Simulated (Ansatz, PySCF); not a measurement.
BrClHMoNO, SMILES [NH]=[Mo](=[O])([Cl])[Br], multiplicity 1.

The structure is a stationary point at PBE0-D3(BJ)/def2-SVP. The spin state was assumed, not searched. The structure was generated by enumeration; whether it is a known compound was not checked. The def2 effective core potentials stand for the cores of Mo; spin–orbit coupling is left out.

Vertical ionisation energy (IE) and electron affinity (EA) in eV. Rows of orbital energies are one-electron estimates. Where ΔSCF, EOM or ADC give a negative EA the extra electron is unbound and the value depends on the basis.

```json
[
 {"level": "−ε(HOMO), −ε(LUMO), HF/def2-TZVP (PySCF)", "IE": "11.56", "EA": "0.05"},
 {"level": "−ε(HOMO), −ε(LUMO), PBE/def2-TZVP (PySCF)", "IE": "7.37", "EA": "3.96"},
 {"level": "ΔSCF, PBE0/def2-SVPD (Ansatz), final states of multiplicity 2 and 2", "IE": "10.66", "EA": "1.76"},
 {"level": "ΔSCF, PBE/def2-SVPD (Ansatz), final states of multiplicity 2 and 2", "IE": "10.29", "EA": "1.34"}
]
```

What vertical singlet–triplet gap does ΔSCF give with PBE0/def2-SVPD (Ansatz, a first-principles code) and with PBE/def2-SVPD (Ansatz)? (Estimate from the structure and the level; the computed values follow.)

3.16 and 3.35 eV (triplet above singlet where positive).
